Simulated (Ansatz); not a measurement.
A structure relaxed at PBE-D4/def2-SVPD in Ansatz, charge -1, singlet:

```xyz
11

Bi    0.5349   -3.1411   -0.8992
B    -0.0234    0.0007    0.8718
B     0.5572   -1.7121    0.8078
B     0.4726   -0.8126   -0.6768
B    -0.6886    1.4827    1.5476
B     0.4756   -0.9864    2.2351
B    -0.7997    1.5675   -1.6071
B    -0.8672    1.5245   -0.0087
B     0.4310    0.2836   -1.8826
B    -0.0758    0.4327    2.5340
B    -0.0165    1.3605   -2.9219
```

(1) Give its formula.

(2) Summarise the bond lengths by kind (pairs closer than 1.2 times the sum of covalent radii, bridged metal pairs left out).

## Answers

(1) BiB10⁻.

(2) 16 × B–B 1.54 to 1.95 Å; 2 × B–Bi 2.23 to 2.34 Å.

In the def2 sets Bi takes a core potential; there is no spin–orbit coupling. The restricted singlet is unstable towards broken spin symmetry in Hartree–Fock (as tested in another run); at PBE-D4/def2-SVPD this wasn't settled. Another isomer (singlet) lies 2.02 eV lower at PBE0-D4/def2-TZVPD; other spin states weren't run for this one.
